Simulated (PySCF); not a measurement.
Solvent effects on NMR parameters

Molfile (atoms numbered from 1):
```
C4H7F3Si
     RDKit          3D

 15 15  0  0  0  0  0  0  0  0999 V2000
   -2.1873    0.1761   -0.3627 C   0  0  0  0  0  0  0  0  0  0  0  0
   -0.8081   -0.3655   -0.0717 C   0  0  2  0  0  0  0  0  0  0  0  0
   -0.2124   -0.1682    1.3380 C   0  0  0  0  0  0  0  0  0  0  0  0
    0.7267    0.6816   -0.0121 Si  0  0  1  0  0  4  0  0  0  0  0  0
    2.3422   -0.1929   -0.5811 C   0  0  0  0  0  0  0  0  0  0  0  0
    2.2379   -1.5193   -0.3983 F   0  0  0  0  0  0  0  0  0  0  0  0
    3.4253    0.2173    0.0949 F   0  0  0  0  0  0  0  0  0  0  0  0
    2.5945    0.0097   -1.8834 F   0  0  0  0  0  0  0  0  0  0  0  0
   -2.4017    0.1632   -1.4418 H   0  0  0  0  0  0  0  0  0  0  0  0
   -2.9625   -0.4228    0.1448 H   0  0  0  0  0  0  0  0  0  0  0  0
   -2.3002    1.2164   -0.0178 H   0  0  0  0  0  0  0  0  0  0  0  0
   -0.6323   -1.3719   -0.4744 H   0  0  0  0  0  0  0  0  0  0  0  0
    0.2191   -1.0466    1.8301 H   0  0  0  0  0  0  0  0  0  0  0  0
   -0.8037    0.4529    2.0219 H   0  0  0  0  0  0  0  0  0  0  0  0
    0.7449    2.1507   -0.1963 H   0  0  0  0  0  0  0  0  0  0  0  0
  1  2  1  0
  2  3  1  0
  3  4  1  0
  4  5  1  0
  5  6  1  0
  5  7  1  0
  5  8  1  0
  4  2  1  0
  1  9  1  0
  1 10  1  0
  1 11  1  0
  2 12  1  6
  3 13  1  0
  3 14  1  0
  4 15  1  1
M  END
```

GIAO PBE0/pcSseg-1 in PySCF 2.14.0 with density-fitted response routines on one PBE0-D3(BJ)/def2-SVP conformer, non-relativistic, equivalent nuclei averaged. Solvents enter as an IEF-PCM continuum (cyclohexane with ε = 2.0, benzene with ε = 2.3) around the gas-phase geometry. Shifts are referred to TMS, CFCl3 computed in the same medium.

Gas phase, δ in ppm: C5 135.0, C1 17.7, C2 5.9, C3 3.4, Si4 -101.3, F6/F7/F8 -66.0, H15 3.30, H9/H10/H11 1.26, H12 1.22, H13 1.20, H14 0.33. Dipole moment 2.34 D.

Q: How does each δ change in the continuum?

A: 
```json
{"atoms": "C5", "environment": "CF3 carbon", "Δδ, cyclohexane": "+0.7", "Δδ, benzene": "+0.8"}
{"atoms": "C1", "environment": "methyl carbon", "Δδ, cyclohexane": "+0.1", "Δδ, benzene": "+0.1"}
{"atoms": "C2", "environment": "three-membered-ring carbon", "Δδ, cyclohexane": "+0.5", "Δδ, benzene": "+0.5"}
{"atoms": "C3", "environment": "three-membered-ring carbon", "Δδ, cyclohexane": "+0.2", "Δδ, benzene": "+0.2"}
{"atoms": "Si4", "environment": "silicon bonded to 3 C, H, in a 3-membered ring", "Δδ, cyclohexane": "0.0", "Δδ, benzene": "0.0"}
{"atoms": "F6/F7/F8", "environment": "fluorine of a CF3 group", "Δδ, cyclohexane": "-0.3", "Δδ, benzene": "-0.3"}
{"atoms": "H15", "environment": "hydrogen on a silicon bonded to 3 C, in a 3-membered ring", "Δδ, cyclohexane": "+0.06", "Δδ, benzene": "+0.07"}
{"atoms": "H9/H10/H11", "environment": "hydrogen on a methyl carbon", "Δδ, cyclohexane": "+0.01", "Δδ, benzene": "+0.01"}
{"atoms": "H12", "environment": "hydrogen on a three-membered-ring carbon", "Δδ, cyclohexane": "+0.05", "Δδ, benzene": "+0.05"}
{"atoms": "H13", "environment": "hydrogen on a three-membered-ring carbon", "Δδ, cyclohexane": "+0.02", "Δδ, benzene": "+0.03"}
{"atoms": "H14", "environment": "hydrogen on a three-membered-ring carbon", "Δδ, cyclohexane": "+0.07", "Δδ, benzene": "+0.08"}
```

Changes are relative to the gas phase. The dipole moment becomes 2.54 D in cyclohexane, 2.56 D in benzene.

Q: Which of the listed nuclei move most (in ppm), and what does the model miss?

A: C5 (CF3 carbon, +0.8 ppm) in benzene. A continuum only polarises the solute; specific hydrogen bonds, the anisotropy of aromatic solvents and changes of geometry or conformer are outside it.
